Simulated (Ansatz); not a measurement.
**Molecular dynamics of ClH5N2Si**

input.yaml

```yaml
crystal:
  periodic: [false, false, false]
  atoms:
    - { symbol: Si, position_ang: [0.07994, 0.076373, 0.059518] }
    - { symbol: "N", position_ang: [0.09926, -0.199044, 1.752851] }
    - { symbol: H, position_ang: [-0.693925, -0.61793, 2.225254] }
    - { symbol: H, position_ang: [0.655771, 0.386012, 2.367495] }
    - { symbol: "N", position_ang: [1.706046, 0.102645, -0.480506] }
    - { symbol: H, position_ang: [2.338437, -0.654185, -0.236893] }
    - { symbol: H, position_ang: [1.939888, 0.512126, -1.379598] }
    - { symbol: H, position_ang: [-0.539907, 1.320305, -0.46982] }
    - { symbol: Cl, position_ang: [-1.128111, -1.473003, -0.685002] }
basis:
  gaussian: { orbitals: def2-SVP }
hamiltonian:
  xc: b3lyp
  dispersion: d4
md:
  timestep: 0.5
  n_steps: 100
  ensemble: nvt_nose_hoover
  temperature: 1500.0
  initial_velocities: maxwell_boltzmann
  seed: 831900
```

Launched with:

```bash
$ ansatz run input.yaml --threads 1 --pin off --max-ram 2048MiB --backend cpu --events-out ev --progress --plain --runs-dir out
```

It starts from a relaxed structure.

Output, in part (step lines, the closing report, with atoms numbered from 0):

```
md step     0: t =     0.00 fs  T =  1500.0 K  F+E_penalty+E_count = -23457.31456748 eV  E_kin = 1.357230 eV  conserved = -23455.95733749 eV  (26 SCF iters)
[... lines left out ...]
Total energy: -23456.31317392 eV, -862.0036098815 hartree
Atom 0 at     0.111187     0.128325     0.108154 Å, force    -2.066544    -0.649752    -1.909867 eV/Å
Atom 1 at    -0.023277    -0.160232     1.774614 Å, force    -0.215667     0.417259     0.142335 eV/Å
Atom 2 at     0.192948    -1.123564     1.940114 Å, force    -0.243786    -1.096597     0.313592 eV/Å
Atom 3 at     0.793881     0.307895     2.096309 Å, force     0.944830     0.884533     1.328720 eV/Å
Atom 4 at     1.682131    -0.043883    -0.541011 Å, force    -0.573305    -2.986922     4.334801 eV/Å
Atom 5 at     2.552808    -0.014023    -0.042578 Å, force     0.314609    -0.230702     0.475761 eV/Å
Atom 6 at     1.725023     0.515161    -1.264697 Å, force     0.806852     3.673629    -5.389780 eV/Å
Atom 7 at    -0.524603     1.451843    -0.403336 Å, force     0.460129    -0.921477     0.455335 eV/Å
Atom 8 at    -1.124566    -1.477031    -0.703090 Å, force     0.572884     0.910029     0.249102 eV/Å
Dipole moment:     0.800906     0.377954     0.227689 e Å
```

The steps, from the saved trajectory:

```csv
time (fs),T (K),potential energy less start (eV),conserved less start (meV/atom)
0.0,1500,0.000,0.00
1.5,1087,0.387,1.50
3.0,1181,0.292,0.36
4.5,1057,0.407,0.60
6.0,551,0.871,1.24
7.5,448,0.964,1.21
9.0,715,0.717,0.60
10.5,592,0.826,0.29
12.0,216,1.180,1.80
13.5,726,0.705,0.11
15.0,684,0.751,0.83
16.5,492,0.929,1.27
18.0,743,0.702,1.08
19.5,1161,0.320,0.29
21.0,929,0.538,0.93
22.5,930,0.539,0.86
24.0,1106,0.378,0.31
25.5,666,0.787,1.21
27.0,563,0.883,1.31
28.5,952,0.528,0.66
30.0,1001,0.482,0.05
31.5,564,0.896,1.81
33.0,930,0.552,0.04
34.5,716,0.758,0.99
36.0,533,0.930,1.35
37.5,886,0.610,0.98
39.0,1265,0.265,0.13
40.5,925,0.591,1.43
42.0,1037,0.485,0.41
43.5,965,0.558,0.69
45.0,570,0.925,1.25
46.5,546,0.950,1.20
48.0,824,0.697,0.57
49.5,670,0.842,0.53
```

The run went to its last step. The conserved energy stayed within 1.9 meV per atom of its start (net change 1.2 meV per atom), so the integration is sound. The mean temperature of the second half is 47 % below the set value. A run of 0.05 ps of so small a system gives no equilibrium averages.

The same pairs are bonded in the first frame and the last. Pairs count as bonded within 1.25 times the sum of covalent radii (0.12 Å more for H–H).

Last frame:

```xyz
9
Properties=species:S:1:pos:R:3
Si 0.111 0.128 0.108
N -0.023 -0.160 1.775
H 0.193 -1.124 1.940
H 0.794 0.308 2.096
N 1.682 -0.044 -0.541
H 2.553 -0.014 -0.043
H 1.725 0.515 -1.265
H -0.525 1.452 -0.403
Cl -1.125 -1.477 -0.703
```

Run time: 5.6 min on 1 thread of Arm Neoverse V1 (shared host), peak memory 0.17 GiB.
